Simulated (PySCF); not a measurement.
Question: What does the PBE0-D3(BJ)/def2-SVP structure of InChI=1S/CH7BIN/c1-2(3)4/h2H,1,4H3/t2-/m0/s1 look like in three dimensions?

Answer: 
```xyz
11
CH7BIN angstrom
C     -1.2367   -0.5812   -0.0448
B     -0.1159    0.5165   -0.3211
N      1.3333   -0.0647    0.1110
I     -0.3097    2.3348    1.0357
H     -1.2910   -0.9018    1.0099
H     -1.0840   -1.4830   -0.6676
H     -2.2288   -0.1851   -0.3083
H      0.0029    0.9136   -1.4648
H      1.3345   -0.3193    1.1022
H      1.5777   -0.8929   -0.4386
H      2.0570    0.6446   -0.0229
```

Any rigid rotation of these coordinates is as good. Atoms count from 1 in this order. B2 (four-coordinate boron) is distorted tetrahedral (angles from 101.7° to 117.2°). N3 (nitrogen bonded to B and 3 H) is tetrahedral (angles from 107.4° to 111.1°).

Bonds between heavy atoms (Å): C1–B2 1.593, B2–N3 1.620, B2–I4 2.277.

Computed, not measured: PySCF 2.14.0, PBE0-D3(BJ)/def2-SVP geometry optimisation, gas phase, def2 core potentials past Kr.

Point group: C1 (no symmetry element, even within 0.4 Å). Stationary, but not proved a minimum.
